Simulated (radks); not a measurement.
The numbers below are computed, except where a source is named.
Question: Orbital eigenvalues (eV) of the aluminium ion Al+, [Ne] 3s2, of relativity; Dirac values are averaged over j with weights 2j + 1. Spin-unpolarised spherical Kohn-Sham, BLYP, point nucleus unless stated (finite: rms radius 3.061 fm), a radial shooting solver on a logarithmic mesh with Libxc functionals. A level marked "c x" has the speed of light scaled by that factor.

| shell | non-rel. |
|---|---|
| 1s | -1517.3 |
| 2s | -115.84 |
| 2p | -78.011 |
| 3s | -14.694 |

Give the values at the level "Dirac, finite nucleus".

Answer: 
shell  Dirac, finite nucleus  change of magnitude (%)
1s                   -1520.7                    +0.22
2s                   -116.28                    +0.38
2p                   -77.960                    -0.06
3s                   -14.720                    +0.18
